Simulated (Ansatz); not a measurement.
Ansatz (a quantum-chemistry and plane-wave program) input (B3LYP-D3(BJ)/def2-TZVP):

Ansatz 0.2 input:
```yaml
crystal:
  periodic: [false, false, false]
  atoms:
    - {symbol: Rh, position_ang: [0.35507883, -0.22253564, 0.37414544]}
    - {symbol: B, position_ang: [-0.82695769, 0.17328884, 1.58442982]}
    - {symbol: B, position_ang: [-0.53665604, 0.43992643, -1.30290341]}
    - {symbol: O, position_ang: [-1.14505985, 0.86850343, -2.28052212]}
basis:
  gaussian:
    orbitals: def2-TZVP
hamiltonian:
  xc: b3lyp
  dispersion: d3bj
total_charge: -1
phonons: {temperatures: {t_min: 298.15, t_max: 298.15, t_step: 100}}
```

Output:

```
Functional definition: B3LYP
integrals: 0.04 GiB planned
851 factors; their error is unknown
mean field: 0.45 GiB planned
mean field evaluation 1: about -6409.4417 eV, gradient 3.7e1 eV
mean field evaluation 2: about -6397.6137 eV, gradient 8.6e1 eV
mean field evaluation 4: about -6412.1974 eV, gradient 8.4e0 eV
mean field evaluation 8: about -6412.3255 eV, gradient 7.0e-2 eV
mean field evaluation 16: about -6412.3537 eV, gradient 1.2e-4 eV
mean field -6412.35369181 eV, -235.6496517246 hartree, gradient 2.0e-5 eV, S^2 0.000000; 0 other end points of the search recorded, 0 dependent functions left out
the calculation of the forces begins
reference -6412.35391001 eV, -235.6496597434 hartree; 18, 18 occupied and 115, 115 virtual orbitals, 851 factors
these checks for a lower state are left out or cut short: stability, starts, cluster_reference, orbital_swaps, neighbouring_geometries, increment
integrals: 0.04 GiB planned
851 factors; their error is unknown
mean field: 0.45 GiB planned
mean field -6412.35364961 eV, -235.6496501739 hartree, gradient 2.3e-6 eV, S^2 0.000000; 0 other end points of the search recorded, 0 dependent functions left out
the calculation of the forces begins
reference -6412.35386785 eV, -235.6496581939 hartree; 18, 18 occupied and 115, 115 virtual orbitals, 851 factors
these checks for a lower state are left out or cut short: stability, starts, cluster_reference, orbital_swaps, neighbouring_geometries, increment
integrals: 0.04 GiB planned
851 factors; their error is unknown
mean field: 0.45 GiB planned
mean field evaluation 32: about -6412.3536 eV, gradient 2.2e-5 eV
mean field -6412.35360454 eV, -235.6496485174 hartree, gradient 2.0e-6 eV, S^2 0.000000; 0 other end points of the search recorded, 0 dependent functions left out
the calculation of the forces begins
reference -6412.35382271 eV, -235.6496565349 hartree; 18, 18 occupied and 115, 115 virtual orbitals, 851 factors
these checks for a lower state are left out or cut short: stability, starts, cluster_reference, orbital_swaps, neighbouring_geometries, increment
integrals: 0.04 GiB planned
851 factors; their error is unknown
mean field: 0.45 GiB planned
mean field -6412.35363831 eV, -235.6496497585 hartree, gradient 2.3e-6 eV, S^2 0.000000; 0 other end points of the search recorded, 0 dependent functions left out
the calculation of the forces begins
reference -6412.35385651 eV, -235.6496577770 hartree; 18, 18 occupied and 115, 115 virtual orbitals, 851 factors
these checks for a lower state are left out or cut short: stability, starts, cluster_reference, orbital_swaps, neighbouring_geometries, increment
integrals: 0.04 GiB planned
851 factors; their error is unknown
mean field: 0.45 GiB planned
mean field -6412.35368095 eV, -235.6496513254 hartree, gradient 2.1e-6 eV, S^2 0.000000; 0 other end points of the search recorded, 0 dependent functions left out
the calculation of the forces begins
reference -6412.35389916 eV, -235.6496593445 hartree; 18, 18 occupied and 115, 115 virtual orbitals, 851 factors
these checks for a lower state are left out or cut short: stability, starts, cluster_reference, orbital_swaps, neighbouring_geometries, increment
integrals: 0.04 GiB planned
851 factors; their error is unknown
mean field: 0.45 GiB planned
mean field -6412.35364955 eV, -235.6496501714 hartree, gradient 2.0e-6 eV, S^2 0.000000; 0 other end points of the search recorded, 0 dependent functions left out
the calculation of the forces begins
reference -6412.35386774 eV, -235.6496581898 hartree; 18, 18 occupied and 115, 115 virtual orbitals, 851 factors
these checks for a lower state are left out or cut short: stability, starts, cluster_reference, orbital_swaps, neighbouring_geometries, increment
integrals: 0.04 GiB planned
851 factors; their error is unknown
mean field: 0.45 GiB planned
mean field evaluation 64: about -6412.3536 eV, gradient 2.3e-6 eV
mean field -6412.35364909 eV, -235.6496501548 hartree, gradient 2.3e-6 eV, S^2 0.000000; 0 other end points of the search recorded, 0 dependent functions left out
the calculation of the forces begins
reference -6412.35386731 eV, -235.6496581739 hartree; 18, 18 occupied and 115, 115 virtual orbitals, 851 factors
these checks for a lower state are left out or cut short: stability, starts, cluster_reference, orbital_swaps, neighbouring_geometries, increment
integrals: 0.04 GiB planned
851 factors; their error is unknown
mean field: 0.45 GiB planned
mean field -6412.35363052 eV, -235.6496494723 hartree, gradient 2.1e-6 eV, S^2 0.000000; 0 other end points of the search recorded, 0 dependent functions left out
the calculation of the forces begins
reference -6412.35384871 eV, -235.6496574905 hartree; 18, 18 occupied and 115, 115 virtual orbitals, 851 factors
these checks for a lower state are left out or cut short: stability, starts, cluster_reference, orbital_swaps, neighbouring_geometries, increment
integrals: 0.04 GiB planned
851 factors; their error is unknown
mean field: 0.45 GiB planned
mean field -6412.35370554 eV, -235.6496522291 hartree, gradient 2.1e-6 eV, S^2 0.000000; 0 other end points of the search recorded, 0 dependent functions left out
the calculation of the forces begins
reference -6412.35392376 eV, -235.6496602484 hartree; 18, 18 occupied and 115, 115 virtual orbitals, 851 factors
these checks for a lower state are left out or cut short: stability, starts, cluster_reference, orbital_swaps, neighbouring_geometries, increment
integrals: 0.04 GiB planned
851 factors; their error is unknown
mean field: 0.45 GiB planned
mean field -6412.35359082 eV, -235.6496480131 hartree, gradient 2.1e-6 eV, S^2 0.000000; 0 other end points of the search recorded, 0 dependent functions left out
the calculation of the forces begins
reference -6412.35380900 eV, -235.6496560311 hartree; 18, 18 occupied and 115, 115 virtual orbitals, 851 factors
these checks for a lower state are left out or cut short: stability, starts, cluster_reference, orbital_swaps, neighbouring_geometries, increment
integrals: 0.04 GiB planned
851 factors; their error is unknown
mean field: 0.45 GiB planned
mean field evaluation 96: about -6412.3536 eV, gradient 2.1e-6 eV
mean field -6412.35358620 eV, -235.6496478436 hartree, gradient 2.1e-6 eV, S^2 0.000000; 0 other end points of the search recorded, 0 dependent functions left out
the calculation of the forces begins
reference -6412.35380443 eV, -235.6496558632 hartree; 18, 18 occupied and 115, 115 virtual orbitals, 851 factors
these checks for a lower state are left out or cut short: stability, starts, cluster_reference, orbital_swaps, neighbouring_geometries, increment
integrals: 0.04 GiB planned
851 factors; their error is unknown
mean field: 0.45 GiB planned
mean field -6412.35362286 eV, -235.6496491908 hartree, gradient 2.1e-6 eV, S^2 0.000000; 0 other end points of the search recorded, 0 dependent functions left out
the calculation of the forces begins
reference -6412.35384107 eV, -235.6496572098 hartree; 18, 18 occupied and 115, 115 virtual orbitals, 851 factors
these checks for a lower state are left out or cut short: stability, starts, cluster_reference, orbital_swaps, neighbouring_geometries, increment
integrals: 0.04 GiB planned
851 factors; their error is unknown
mean field: 0.45 GiB planned
mean field -6412.35357917 eV, -235.6496475850 hartree, gradient 2.3e-6 eV, S^2 0.000000; 0 other end points of the search recorded, 0 dependent functions left out
the calculation of the forces begins
reference -6412.35379736 eV, -235.6496556035 hartree; 18, 18 occupied and 115, 115 virtual orbitals, 851 factors
these checks for a lower state are left out or cut short: stability, starts, cluster_reference, orbital_swaps, neighbouring_geometries, increment
integrals: 0.04 GiB planned
851 factors; their error is unknown
mean field: 0.45 GiB planned
mean field -6412.35358008 eV, -235.6496476184 hartree, gradient 2.1e-6 eV, S^2 0.000000; 0 other end points of the search recorded, 0 dependent functions left out
the calculation of the forces begins
reference -6412.35379828 eV, -235.6496556372 hartree; 18, 18 occupied and 115, 115 virtual orbitals, 851 factors
these checks for a lower state are left out or cut short: stability, starts, cluster_reference, orbital_swaps, neighbouring_geometries, increment
integrals: 0.04 GiB planned
851 factors; their error is unknown
mean field: 0.45 GiB planned
mean field -6412.35363017 eV, -235.6496494594 hartree, gradient 2.1e-6 eV, S^2 0.000000; 0 other end points of the search recorded, 0 dependent functions left out
the calculation of the forces begins
reference -6412.35384837 eV, -235.6496574782 hartree; 18, 18 occupied and 115, 115 virtual orbitals, 851 factors
these checks for a lower state are left out or cut short: stability, starts, cluster_reference, orbital_swaps, neighbouring_geometries, increment
integrals: 0.04 GiB planned
851 factors; their error is unknown
mean field: 0.45 GiB planned
mean field evaluation 128: about -6412.3255 eV, gradient 1.1e-4 eV
mean field -6412.35364996 eV, -235.6496501867 hartree, gradient 2.1e-6 eV, S^2 0.000000; 0 other end points of the search recorded, 0 dependent functions left out
the calculation of the forces begins
reference -6412.35386818 eV, -235.6496582061 hartree; 18, 18 occupied and 115, 115 virtual orbitals, 851 factors
these checks for a lower state are left out or cut short: stability, starts, cluster_reference, orbital_swaps, neighbouring_geometries, increment
integrals: 0.04 GiB planned
851 factors; their error is unknown
mean field: 0.45 GiB planned
mean field -6412.35357599 eV, -235.6496474682 hartree, gradient 2.1e-6 eV, S^2 0.000000; 0 other end points of the search recorded, 0 dependent functions left out
the calculation of the forces begins
reference -6412.35379417 eV, -235.6496554864 hartree; 18, 18 occupied and 115, 115 virtual orbitals, 851 factors
Total energy: -6412.57377727 eV, -235.6577397159 hartree
Atom 0 at     0.355079    -0.222536     0.374145 Å, force    -0.000004    -0.000025     0.000194 eV/Å
Atom 1 at    -0.826958     0.173289     1.584430 Å, force     0.000054     0.000002    -0.000196 eV/Å
Atom 2 at    -0.536656     0.439926    -1.302903 Å, force    -0.000033     0.000030    -0.000102 eV/Å
Atom 3 at    -1.145060     0.868503    -2.280522 Å, force    -0.000017    -0.000007     0.000104 eV/Å
Dipole moment:     0.919390    -0.512420     0.514721 e Å
Vibrations: 138.30 323.36 348.01 405.00 880.08 1809.75 cm⁻¹, zero-point energy 0.242049 eV
```
